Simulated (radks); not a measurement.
Pb55+, 27 electrons, occupied as [Ar] 3d9.

Method: scalar-relativistic Kohn-Sham, BLYP, spin-polarised, spherical densities, finite nucleus; open shells are filled with parallel spins first (spin-orbit coupling, left out, can overturn this in heavy ions); Fermi nuclear charge, rms radius 5.5012 fm; computed with a radial shooting solver on a logarithmic mesh with Libxc functionals.

Energy parts (hartree):
part                       energy
total                 -18376.0498
kinetic                21028.3820
electron-nucleus      -42098.1071
Hartree                 2957.5037
exchange-correlation    -263.8284

Orbitals (lengths in bohr, moments of r in powers of bohr):
[
 {"orbital": "1s up", "occ.": "1", "eigenvalue (hartree)": "-3358.293", "<r^2>": "0.0003573"},
 {"orbital": "1s down", "occ.": "1", "eigenvalue (hartree)": "-3358.290", "<r^2>": "0.0003573"},
 {"orbital": "2s up", "occ.": "1", "eigenvalue (hartree)": "-697.7639", "<r^2>": "0.005390"},
 {"orbital": "2s down", "occ.": "1", "eigenvalue (hartree)": "-697.5946", "<r^2>": "0.005389"},
 {"orbital": "2p up", "occ.": "3", "eigenvalue (hartree)": "-615.9628", "<r^2>": "0.004581"},
 {"orbital": "2p down", "occ.": "3", "eigenvalue (hartree)": "-615.8237", "<r^2>": "0.004579"},
 {"orbital": "3s up", "occ.": "1", "eigenvalue (hartree)": "-250.1384", "<r^2>": "0.03311"},
 {"orbital": "3s down", "occ.": "1", "eigenvalue (hartree)": "-249.9410", "<r^2>": "0.03313"},
 {"orbital": "3p up", "occ.": "3", "eigenvalue (hartree)": "-226.4317", "<r^2>": "0.03376"},
 {"orbital": "3p down", "occ.": "3", "eigenvalue (hartree)": "-226.2359", "<r^2>": "0.03378"},
 {"orbital": "3d up", "occ.": "5", "eigenvalue (hartree)": "-203.7038", "<r^2>": "0.02735"},
 {"orbital": "3d down", "occ.": "4", "eigenvalue (hartree)": "-203.4620", "<r^2>": "0.02737"},
 {"orbital": "4s up", "occ.": "0", "eigenvalue (hartree)": "-125.9066", "<r^2>": "0.1259"},
 {"orbital": "4s down", "occ.": "0", "eigenvalue (hartree)": "-125.8291", "<r^2>": "0.1260"},
 {"orbital": "4p up", "occ.": "0", "eigenvalue (hartree)": "-116.8287", "<r^2>": "0.1339"},
 {"orbital": "4p down", "occ.": "0", "eigenvalue (hartree)": "-116.7544", "<r^2>": "0.1341"}
]

The highest occupied level is 3d down at -5536.5 eV. The spin density at the nucleus is -28.87 e/bohr^3 (1s -4.34, 2s -68.74, 3s 44.21). Summed over all electrons, <r^2> = 0.5541 bohr^2, which gives a Langevin (diamagnetic) susceptibility term of -0.439 x 10^-6 cm^3/mol. Spin moment in Bohr magnetons: 1. The electron density at the nucleus is 2.938e+06 e/bohr^3 (large components only).
